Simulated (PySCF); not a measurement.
HF beside CCSD(T) along the alkali metals: bonds to I

HF and CCSD(T) in PySCF with def2-SVP on every atom (core potentials on Rb, I, Cs), for the lowest determinant that a PBE0 search found; no spin–orbit coupling.

```tsv
molecule	state (unpaired electrons)	HF Re (Å)	HF ωe (cm⁻¹)	HF De (eV)	CCSD(T) Re (Å)	CCSD(T) ωe (cm⁻¹)	CCSD(T) De (eV)
LiI	singlet (closed shell)	2.419	490	2.83	?	?	?
NaI	singlet (closed shell)	2.760	249	2.44	2.756	250	3.06
KI	singlet (closed shell)	3.149	176	2.63	3.125	178	3.12
RbI	singlet (closed shell)	3.314	131	2.64	3.260	137	3.04
CsI	singlet (closed shell)	3.487	111	2.76	3.433	117	3.16
```

Estimate the CCSD(T) values of LiI by adding the mean shift from HF to CCSD(T) of the other rows, and compare with the calculation.

The mean shifts are -3.4 pm, +4 cm⁻¹ and +0.48 eV, which give 2.385 Å, 494 cm⁻¹ and 3.31 eV. CCSD(T)/def2-SVP gives Re = 2.412 Å, ωe = 490 cm⁻¹, De = 3.42 eV.

What are the mean differences of HF from CCSD(T) over the whole series?

Re +2.9 pm, ωe -3 cm⁻¹, De -0.50 eV.

In a basis of this size CCSD(T) is itself not converged; it tends to give bonds that are too long and too weak.

Correlated steps freeze the inner cores (4 to 9 orbitals); shallow outer-core shells are correlated. Correlated levels converge slowly with the basis: in double zeta they bind strong bonds too weakly, by up to about 1 eV, and carry superposition errors of some tenths. Spin–orbit coupling is left out, which matters for elements this heavy, above all for dissociation energies. Where the molecule has an RHF reference, its open-shell atoms are computed with UHF.
